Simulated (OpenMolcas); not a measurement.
# Multiplet structure of W III

```json
{"Program": "OpenMolcas", "Method": "CASSCF", "Basis": "ANO-RCC-VQZP [9s8p6d4f3g2h]", "Scalar Hamiltonian": "DKH2, point nucleus", "Active space": "4 electrons in 5 orbitals (5d)", "State averaging": "2S+1 = 5 even, 5 roots; 2S+1 = 3 even, 45 roots; 2S+1 = 1 even, 50 roots", "Spin-orbit coupling": "RASSI with atomic mean-field integrals over the reference wave functions, term energies averaged over their components"}
```

With spin-orbit coupling, above the lowest level:

| Configuration | Term | J | E (cm⁻¹) | Measured (cm⁻¹) | Term weight % | Second |
| --- | --- | --- | --- | --- | --- | --- |
| 5d⁴ | ⁵D | 0 | 0.0 | 0.0 | 84 | 15 ³P(1) |
| 5d⁴ | ⁵D | 1 | 1667 | 2256 | 92 | 7 ³P(1) |
| 5d⁴ | ⁵D | 2 | 3645 | 4461 | 96 |  |
| 5d⁴ | ⁵D | 3 | 5584 | 6278 | 95 | 3 ³F(1) |
| 5d⁴ | ⁵D | 4 | 7385 | 7687 | 89 | 9 ³F(1) |
| 5d⁴ | ³P(1) | 0 | 15122 | 9904 | 73 | 16 ⁵D |
| 5d⁴ | ³H | 4 | 16368 | 13701 | 66 | 14 ³G |
| 5d⁴ | ³H | 5 | 19352 |  | 83 | 17 ³G |
| 5d⁴ | ³G | 3 | 19721 |  | 59 | 36 ³F(1) |
| 5d⁴ | ³P(1) | 1 | 19870 |  | 88 | 6 ⁵D |
| 5d⁴ | ³F(1) | 2 | 20596 |  | 85 | 9 ¹D(1) |
| 5d⁴ | ³H | 6 | 20919 |  | 85 | 15 ¹I |
| 5d⁴ | ³F(1) | 4 | 22595 |  | 41 | 28 ³G |
| 5d⁴ | ³P(1) | 2 | 24727 |  | 68 | 28 ³D |
| 5d⁴ | ³G | 4 | 24768 |  | 47 | 28 ¹G(1) |
| 5d⁴ | ³F(1) | 3 | 25495 |  | 61 | 35 ³G |
| 5d⁴ | ³G | 5 | 27404 |  | 83 | 17 ³H |
| 5d⁴ | ³D | 3 | 28187 |  | 86 | 6 ¹F |
| 5d⁴ | ³D | 2 | 29441 |  | 45 | 21 ¹D(1) |
| 5d⁴ | ¹I | 6 | 29475 |  | 85 | 15 ³H |
| 5d⁴ | ³D | 1 | 30677 |  | 93 | 5 ³P(1) |
| 5d⁴ | ¹G(1) | 4 | 33588 |  | 60 | 19 ³F(1) |
| 5d⁴ | ¹S(1) | 0 | 35209 |  | 84 | 12 ³P(1) |
| 5d⁴ | ¹D(1) | 2 | 36536 |  | 55 | 17 ³D |
| 5d⁴ | ¹F | 3 | 38925 |  | 76 | 11 ³D |
| 5d⁴ | ³P(2) | 2 | 43399 |  | 86 | 6 ³F(2) |
| 5d⁴ | ³F(2) | 4 | 44510 |  | 83 | 11 ¹G(2) |
| 5d⁴ | ³F(2) | 2 | 45894 |  | 82 | 9 ¹D(1) |
| 5d⁴ | ³F(2) | 3 | 46591 |  | 84 | 14 ¹F |
| 5d⁴ | ³P(2) | 1 | 47659 |  | 99 |  |
| 5d⁴ | ³P(2) | 0 | 49808 |  | 94 | 4 ¹S(1) |
| 5d⁴ | ¹G(2) | 4 | 50765 |  | 88 | 11 ³F(2) |
| 5d⁴ | ¹D(2) | 2 | 64774 |  | 98 |  |
| 5d⁴ | ¹S(2) | 0 | 82261 |  | 98 | 2 ³P(2) |

Against the 6 measured excited levels shown (NIST levels as listed in McCann et al., Mon. Not. R. Astron. Soc. 538, 537 (2025)) the mean absolute deviation is 1700 cm-1; the largest miss in energy is 5d⁴ ³P₀(1) [73 %]: computed 15122, measured 9904 cm⁻¹ (+52.7 %).

Spin-orbit coupling puts the lowest level 6451 cm⁻¹ below the lowest spin-free term.

A least-squares Racah fit to the terms below 60000 cm-1, each weighted by 2L + 1 and with a free common offset, gives B = 709 cm-1 and C = 2889 cm-1 (C/B = 4.07), with an rms deviation of 52 cm-1.

For ⁵D the intervals divided by the larger J are 1667.2, 988.9, 646.2, 450.3 cm-1. Landé's interval rule makes them equal in pure LS coupling; they differ by 130 % of their mean. The multiplet is regular.

Configurations with an s electron lie low in 5d ions of this charge, fall among these levels and mix in, so low-spin terms can stand far too high, up to twice their true height, and weights are not those of the real levels. Without dynamic correlation excited terms often stand tens of per cent too high (terms of higher spin than the ground term too low), and those without a measured partner can miss by more than the paired ones. Measured partners are found by configuration, term and J. A level has none where our copy of the source lacks it or the pairing is in doubt (some pairs that miss far off the trend of their configuration count as doubtful), and it then counts in no deviation. Levels of configurations outside the active space are missing.

The term weight is that of the spin-free term in the level, not the purity of its configuration. A share in square brackets marks a mixed level and gives the weight of the term that names it. A number in round brackets counts repeated terms of one configuration in the order of the reference energies.
